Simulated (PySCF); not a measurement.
[CrBr4]2-: Cr(II) (d4), charge -2. The structure is a model geometry with rigid ligands and bond lengths from ionic radii, not a minimum; coordination tetrahedral, point group Td, metal–donor distances 2.54 Å.

Method (PySCF 2.14, density fitting): CASSCF(4,5) with orbitals averaged over all microstates of the shell, strongly contracted NEVPT2 on the averaged canonical orbitals; basis x2c-TZVPall on the metal, x2c-SVPall elsewhere; spin-free X2C; IEF-PCM water; spin-orbit coupling by state interaction with the mean-field operator over all roots.

CASSCF energies above the lowest CASSCF root:

| state | CASSCF / cm⁻¹ |
| --- | --- |
| 5T2 | 0 |
| 5E | 2664 |
| 3T1 | 17068 |
| 3T2 | 18024 |
| 3T1 | 19162 |
| 3E | 19942 |
| 3T1 | 21143 |
| 3T2 | 21646 |
| 3T1 | 22734 |
| 3A2 | 23089 |
| 3T2 | 23228 |
| 1A1 | 23926 |
| 3E | 24130 |
| 1T1 | 25546 |
| 3T1 | 25736 |
| 3A1 | 25742 |
| 1T2 | 27104 |
| 1E | 28328 |
| 1A1 | 28966 |
| 1T1 | 29830 |
| 3T2 | 30120 |
| 3E | 31758 |

Q: How does dynamic correlation (SC-NEVPT2) move these states?

A: 
```json
{"state": "5T2", "NEVPT2 / cm⁻¹": "0", "shift / cm⁻¹": "0"}
{"state": "5E", "NEVPT2 / cm⁻¹": "3186", "shift / cm⁻¹": "+523"}
{"state": "3T1", "NEVPT2 / cm⁻¹": "15410", "shift / cm⁻¹": "-1658"}
{"state": "3T2", "NEVPT2 / cm⁻¹": "16850", "shift / cm⁻¹": "-1174"}
{"state": "3T1", "NEVPT2 / cm⁻¹": "17837", "shift / cm⁻¹": "-1325"}
{"state": "3E", "NEVPT2 / cm⁻¹": "19184", "shift / cm⁻¹": "-758"}
{"state": "3T1", "NEVPT2 / cm⁻¹": "19249", "shift / cm⁻¹": "-1894"}
{"state": "3T2", "NEVPT2 / cm⁻¹": "19314", "shift / cm⁻¹": "-2332"}
{"state": "3T1", "NEVPT2 / cm⁻¹": "21047", "shift / cm⁻¹": "-1687"}
{"state": "3A2", "NEVPT2 / cm⁻¹": "21069", "shift / cm⁻¹": "-2021"}
{"state": "3T2", "NEVPT2 / cm⁻¹": "21044", "shift / cm⁻¹": "-2183"}
{"state": "1A1", "NEVPT2 / cm⁻¹": "20631", "shift / cm⁻¹": "-3295"}
{"state": "3E", "NEVPT2 / cm⁻¹": "22012", "shift / cm⁻¹": "-2117"}
{"state": "1T1", "NEVPT2 / cm⁻¹": "23096", "shift / cm⁻¹": "-2450"}
{"state": "3T1", "NEVPT2 / cm⁻¹": "24055", "shift / cm⁻¹": "-1681"}
{"state": "3A1", "NEVPT2 / cm⁻¹": "23753", "shift / cm⁻¹": "-1989"}
{"state": "1T2", "NEVPT2 / cm⁻¹": "25554", "shift / cm⁻¹": "-1550"}
{"state": "1E", "NEVPT2 / cm⁻¹": "25698", "shift / cm⁻¹": "-2630"}
{"state": "1A1", "NEVPT2 / cm⁻¹": "26150", "shift / cm⁻¹": "-2816"}
{"state": "1T1", "NEVPT2 / cm⁻¹": "27114", "shift / cm⁻¹": "-2716"}
{"state": "3T2", "NEVPT2 / cm⁻¹": "25693", "shift / cm⁻¹": "-4427"}
{"state": "3E", "NEVPT2 / cm⁻¹": "27691", "shift / cm⁻¹": "-4067"}
```

The ground state is orbitally degenerate in this regular structure, which would distort (Jahn–Teller). NEVPT2 lifts 5E from 2664 to 3186 cm⁻¹; on the d shell alone such lifts tend to overshoot. Gaps between spin states lean to high spin in this active space.
